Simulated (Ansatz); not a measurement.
Isolated molecules relaxed with PBE0-D4/def2-TZVP in Ansatz; ΔE leaves out vibrations. CCSD(T)/CBS adds triple-zeta CCSD(T) − MP2 to the extrapolated MP2 energy (def2 sets, frozen cores). This one scheme is used for every species. Functionals use def2-TZVPP. One conformer a species, not always the lowest.

Consider the ligand exchange at the Si–F bond: `O[Si](O)(O)F` + `O[SiH2]F` → `O[Si](O)(O)O[SiH2]F` + H–F.

(1) Is it downhill or uphill in electronic energy at CCSD(T)/CBS, and by how much? (Best estimate.)

(2) What do these levels give: PBE0-D4, B2PLYP, PBE, SCS-MP2/def2-TZVPP, CCSD(T)/def2-TZVPP, MP2/CBS(def2)? (Best estimate.)

Largest T1 diagnostic among the species: 0.012.

## Answers

(1) The calculation gave: Uphill: ΔE = +20.9 kJ/mol.

(2) Computed: PBE0-D4 22.6, B2PLYP 29.1, PBE 33.0, SCS-MP2/def2-TZVPP 23.5, CCSD(T)/def2-TZVPP 22.0, MP2/CBS(def2) 20.2 kJ/mol.

The D4 term adds −11.3 kJ/mol with B3LYP and −6.7 kJ/mol with PBE0; it sums over pairs of atoms, weighted by their polarisabilities, and B3LYP, whose exchange is more repulsive, gets the larger term. From BLYP to BHLYP (50 % exact exchange), in def2-TZVPP and without D4, ΔE moves by −6.8 kJ/mol.

B3LYP here is the variant with VWN-RPA as its local correlation; programs differ in this.
